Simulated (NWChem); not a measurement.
System: CF₂, singlet; SMILES F[C]F

The following NWChem deck was run.

```
start job
memory heap 200 mb stack 900 mb global 1100 mb
geometry units angstroms noautosym nocenter noautoz
  F      1.026370     0.000000    -0.198170
  C      0.000000     0.000000     0.593197
  F     -1.026370     0.000000    -0.198170
end
basis spherical
  * library cc-pvqz
end
dft
  xc pbe0
  iterations 150
end
cosmo
  do_cosmo_smd true
  solvent water
end
task dft energy
```

Low-valent species are run as closed-shell singlets; no triplet was tried in these runs. Coordinates come from a PBE0-D3(BJ)/def2-TZVP optimisation. Solvent: water.

Solvent water, SMD (1 M gas to 1 M solution), gas-phase geometry.

Task: What results follow from this input? (PBE0/cc-pVQZ, SMD on the gas-phase geometry.) Quantities: basis functions; solvation free energy (kcal/mol); cavity-dispersion-structure term (kcal/mol); dipole in solution (D).

Result: 
| Property | Result |
|---|---|
| number of basis functions | 165 |
| solvation free energy (kcal/mol) | 3.8 |
| cavity-dispersion-structure term (kcal/mol) | 5.5 |
| dipole in solution (D) | 0.81 |
